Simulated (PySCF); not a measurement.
Task: Write Cartesian coordinates for InChI=1S/C3H5Cl3O2Si/c4-3(5,6)1-2(7)8-9/h1H2,9H3 as optimised with PBE0-D3(BJ)/def2-SVP.

Result: 
```
atom  x, y, z in Å
O1     0.5857   -1.8905    0.1819
C2     0.1209   -0.8045   -0.0516
C3    -1.3734   -0.5714   -0.1197
C4    -1.8986    0.7937    0.2965
Cl5   -1.2696    1.2195    1.9079
Cl6   -3.6799    0.6905    0.3846
Cl7   -1.4713    2.0589   -0.8691
O8     0.8692    0.2604   -0.3038
Si9    2.5806    0.0844   -0.2119
H10   -1.8393   -1.3296    0.5234
H11   -1.7072   -0.7659   -1.1519
H12    3.0661    1.4577   -0.4998
H13    3.0448   -0.8714   -1.2504
H14    2.9657   -0.3462    1.1564
```

Orientation and origin are arbitrary. Atoms count from 1 in this order. O8 (oxygen singly bound to a carbonyl carbon) is bent (angle 117.9°). Si9 (oxygen-bound silicon) is distorted tetrahedral (angles from 102.7° to 112.1°). Of the pairs four or more bonds apart, Cl7···O8 is among the closest relative to their van der Waals radii: 3.01 Å, 92 % of the sum of Bondi's values. The C–O distances run from 1.204 Å (O1=C2, drawn double) to 1.326 Å (C2–O8, drawn single), a spread of 0.122 Å.

Bonds between heavy atoms (Å): O1=C2 1.204, C2–C3 1.514, C3–C4 1.521, C4–Cl5 1.781, C4–Cl6 1.787, C4–Cl7 1.773, C2–O8 1.326, O8–Si9 1.723.

Theory: PBE0-D3(BJ)/def2-SVP geometry optimisation, gas phase in PySCF 2.14.0.

Point group: C1 (no symmetry element, even within 0.4 Å). PBE0-D3(BJ)/def2-SVP frequencies: not computed here. The numbers are those of one conformer (O1–C2–C3–C4 149°, O1–C2–O8–Si9 -3°).

On one thread, Arm Neoverse V2 (aarch64) (shared host), this took 1.8 min wall and 0.76 GiB of memory at its peak. This is the geometry optimisation.
